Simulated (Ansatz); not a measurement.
Ideal-gas functions of CH4O3W (`[CH3][W](=[O])(=[O])[OH]`) at 800 K and 1 bar, from an Ansatz frequency run at PBE0-D4/def2-TZVP.

Molar mass 247.88 g/mol, point group C1 (symmetry number 1), electronic degeneracy 1, moments of inertia 139.75, 155.639, 166.987 u Å². Harmonic wavenumbers (cm⁻¹, unscaled): 141, 175, 198, 226, 244, 287, 358, 562, 596, 651, 697, 749, 1012, 1056, 1224, 1416, 1424, 3043, 3135, 3143, 3911.

Use S(trans) = R[1.5 ln M + 2.5 ln T − 1.1517]; rotational temperatures θ = 24.2544 K / I; S(rot) = R[ln(√π/σ · √(T³/θAθBθC)) + 1.5]; for each mode x = 1.438777 ν̃/T, S = R[x/(eˣ − 1) − ln(1 − e⁻ˣ)] and H = RT x/(eˣ − 1); 1 cm⁻¹ = 0.0119627 kJ/mol; R = 8.31446 J/(mol·K).

**Question.** By hand: the entropy, in J/(mol·K).

**Answer.** Translation 198.1. Rotation: θ = 0.1736, 0.1558, 0.1452 K, giving 123.6. Vibration, mode by mode: 19.74, 17.96, 16.94, 15.86, 15.23, 13.90, 12.12, 8.57, 8.12, 7.46, 6.96, 6.44, 4.40, 4.13, 3.25, 2.48, 2.45, 0.23, 0.20, 0.19, 0.06, in all 166.7. Electronic 0.0. Sum 488.4 J/(mol·K).

**Question.** By hand: H − E and G − E in kJ/mol, counted from the electronic energy.

**Answer.** Zero-point energy ½ × 24248 × 0.0119627 = 145.0; thermal vibration 64.8; translation, rotation and pV give 4 RT = 26.6. H − E = 236.4 kJ/mol, and G − E = 236.4 − 800 × 488.4/1000 = -154.3 kJ/mol.

Vibration gives 34 % of the entropy, 19.7 J/(mol·K) of it from the mode under 150 cm⁻¹: soft modes count most, and the harmonic formula is weakest for them. The sum counts one conformer and one mirror image; others add a mixing term.
